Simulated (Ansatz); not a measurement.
Wavefunction ladder for FH₅NPSi (`F[SiH2]NP`)

```xyz
9

F     2.0850    0.2465    0.5525
Si    0.6404   -0.3280    0.9311
N    -0.3106   -0.6502   -0.4500
P    -1.0962    0.4807   -1.4749
H     0.8548   -1.5985    1.6604
H    -0.0180    0.7247    1.7337
H    -0.3301   -1.5886   -0.8173
H    -1.7587    1.2641   -0.4899
H    -0.0667    1.4493   -1.6456
```

Total charge 0; spin multiplicity 1. The geometry is a stationary point of PBE0-D4/def2-TZVP. It is one conformer, not always the lowest. Frozen core, restricted reference, the Gaussian-basis code of Ansatz. CBS rows extrapolate triple and quadruple zeta; past MP2 they add the triple-zeta difference.

```tsv
basis	HF (Eh)	MP2 corr.	CCSD corr.	(T)	CCSD(T) total
def2-SVP	-786.23343	-0.56937	-0.61495	-0.01369	-786.86207
def2-TZVPP	-786.66458	-0.73747	-0.77777	-0.02704	-787.46939
def2-QZVPP	-786.69213	-0.79907	–	–	–
CBS(def2)	-786.69592	-0.84471	-0.88500	as TZ	-787.60796
```
